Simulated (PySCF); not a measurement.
# Optical rotation: `C1=C/CCCCCC/1`, C$_{8}$H$_{14}$

Molfile (atoms numbered from 1):
```
C8H14
     RDKit          3D

 22 22  0  0  0  0  0  0  0  0999 V2000
    0.6143   -1.3915    0.5402 C   0  0  0  0  0  0  0  0  0  0  0  0
   -0.2753   -1.5579   -0.4439 C   0  0  0  0  0  0  0  0  0  0  0  0
   -1.7192   -1.2593   -0.2477 C   0  0  0  0  0  0  0  0  0  0  0  0
   -1.8761    0.2512   -0.5409 C   0  0  0  0  0  0  0  0  0  0  0  0
   -0.8766    1.1750    0.1773 C   0  0  0  0  0  0  0  0  0  0  0  0
    0.5574    1.3140   -0.4059 C   0  0  0  0  0  0  0  0  0  0  0  0
    1.7375    0.7449    0.4013 C   0  0  0  0  0  0  0  0  0  0  0  0
    1.9484   -0.7833    0.2896 C   0  0  0  0  0  0  0  0  0  0  0  0
    0.2459   -1.3505    1.5745 H   0  0  0  0  0  0  0  0  0  0  0  0
    0.0876   -1.5522   -1.4810 H   0  0  0  0  0  0  0  0  0  0  0  0
   -2.3920   -1.8374   -0.9020 H   0  0  0  0  0  0  0  0  0  0  0  0
   -2.0136   -1.4601    0.7962 H   0  0  0  0  0  0  0  0  0  0  0  0
   -1.7902    0.4151   -1.6299 H   0  0  0  0  0  0  0  0  0  0  0  0
   -2.9019    0.5581   -0.2735 H   0  0  0  0  0  0  0  0  0  0  0  0
   -1.3311    2.1792    0.1814 H   0  0  0  0  0  0  0  0  0  0  0  0
   -0.8182    0.8875    1.2415 H   0  0  0  0  0  0  0  0  0  0  0  0
    0.7600    2.3899   -0.5337 H   0  0  0  0  0  0  0  0  0  0  0  0
    0.5843    0.8986   -1.4283 H   0  0  0  0  0  0  0  0  0  0  0  0
    2.6646    1.2533    0.0855 H   0  0  0  0  0  0  0  0  0  0  0  0
    1.5995    1.0101    1.4648 H   0  0  0  0  0  0  0  0  0  0  0  0
    2.2968   -1.0294   -0.7277 H   0  0  0  0  0  0  0  0  0  0  0  0
    2.7300   -1.1040    0.9975 H   0  0  0  0  0  0  0  0  0  0  0  0
  1  2  2  0
  2  3  1  0
  3  4  1  0
  4  5  1  0
  5  6  1  0
  6  7  1  0
  7  8  1  0
  8  1  1  0
  1  9  1  0
  2 10  1  0
  3 11  1  0
  3 12  1  0
  4 13  1  0
  4 14  1  0
  5 15  1  0
  5 16  1  0
  6 17  1  0
  6 18  1  0
  7 19  1  0
  7 20  1  0
  8 21  1  0
  8 22  1  0
M  END
```

Theory: TDDFT CAM-B3LYP/aug-cc-pVDZ circular dichroism and optical rotation, one conformer, gas phase (PySCF 2.14.0). Geometry: PBE0-D3(BJ)/def2-SVP.

No stereocentre is labelled: unless the shape is locked (an allene, a helicene, a hindered biaryl), the mirror image is equally populated and a measured rotation or CD is zero.

What is the specific rotation at 633, 589.3, 546, 436, 405, 365, 355 nm?

[α] in deg dm⁻¹ (g/mL)⁻¹:
| λ (nm) | origin-invariant length gauge | modified velocity gauge | length gauge (centre of mass) | isotropic polarisability (au) |
| --- | --- | --- | --- | --- |
| 633 | -355.3 | -350.2 | -355.7 | 97.6 |
| 589.3 | -422.7 | -416.6 | -423.2 | 98.0 |
| 546 | -511.8 | -504.3 | -512.4 | 98.4 |
| 436 | -942.9 | -928.8 | -944.1 | 100.5 |
| 405 | -1177.0 | -1159.2 | -1178.5 | 101.4 |
| 365 | -1651.6 | -1626.0 | -1653.7 | 103.1 |
| 355 | -1819.5 | -1791.2 | -1821.9 | 103.7 |

And for the mirror image at 589.3 nm?

+422.7 deg dm⁻¹ (g/mL)⁻¹ (origin-invariant length gauge): the same size and the opposite sign.

What is the molar rotation [Φ] = [α]·M/100 of the geometry above at 589.3 nm?

With M = 110.20 g/mol, -465.8 deg cm² dmol⁻¹ (origin-invariant length gauge).

The first excitation lies at 6.03 eV (206 nm) with R = -16.9 × 10⁻⁴⁰ esu² cm² (velocity form).
